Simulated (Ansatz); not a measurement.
Relaxation of BrH3OSSi2 (8 atoms, charge 0, multiplicity 1), to a largest force component of 0.02 eV/Å in at most 50 steps.

The calculation used Ansatz, RKS B3LYP-D4/def2-SVP.

```xyz
8
Properties=species:S:1:pos:R:3:forces:R:3
S -1.976 -0.245 1.474 -1.97 -1.53 0.12
Si -0.743 0.626 -0.009 -7.12 4.18 -3.78
O 0.739 0.132 0.343 6.91 1.40 7.58
Si 0.815 -0.690 -1.049 -2.01 -3.64 -3.93
Br 2.134 0.220 -2.476 1.19 0.47 -0.71
H -1.155 -0.086 2.477 0.99 0.18 1.06
H 1.092 0.704 1.070 1.21 -1.01 -0.55
H 0.979 -2.130 -0.765 0.80 -0.05 0.22
```

Where does it end, and by what steps?

It converged. After 30 steps the energy has fallen by 3.352 eV; H6 moved furthest, 2.26 Å. Parted: Si2–O3 (1.60 → 3.49 Å).

| step | energy less start (eV) | largest force component (eV/Å) | accepted |
| --- | --- | --- | --- |
| 0 | 0.0000 | 7.576 | yes |
| 2 | -2.4196 | 1.636 | yes |
| 4 | -2.6324 | 0.561 | yes |
| 6 | -2.7845 | 0.945 | yes |
| 8 | -2.9541 | 0.533 | yes |
| 10 | -3.0668 | 0.427 | yes |
| 12 | -3.1761 | 0.883 | yes |
| 14 | -3.2488 | 0.306 | yes |
| 16 | -3.2775 | 0.352 | yes |
| 18 | -3.2918 | 0.250 | yes |
| 20 | -3.3138 | 0.646 | yes |
| 22 | -3.3344 | 0.266 | yes |
| 24 | -3.3474 | 0.155 | yes |
| 26 | -3.3506 | 0.089 | yes |
| 28 | -3.3511 | 0.049 | yes |
| 30 | -3.3516 | 0.013 | yes |

```xyz
8
Properties=species:S:1:pos:R:3
S -2.019 -0.819 1.042
Si -0.750 0.896 0.768
O 2.567 -0.046 0.205
Si 0.997 -0.456 -0.162
Br 0.471 0.158 -2.308
H -3.144 -0.153 1.410
H 2.788 0.893 0.226
H 0.974 -1.941 -0.115
```

Time of the run: 93 s on 2 threads of Intel(R) Xeon(R) Platinum 8488C (Sapphire Rapids) (shared host), peak memory 0.31 GiB.
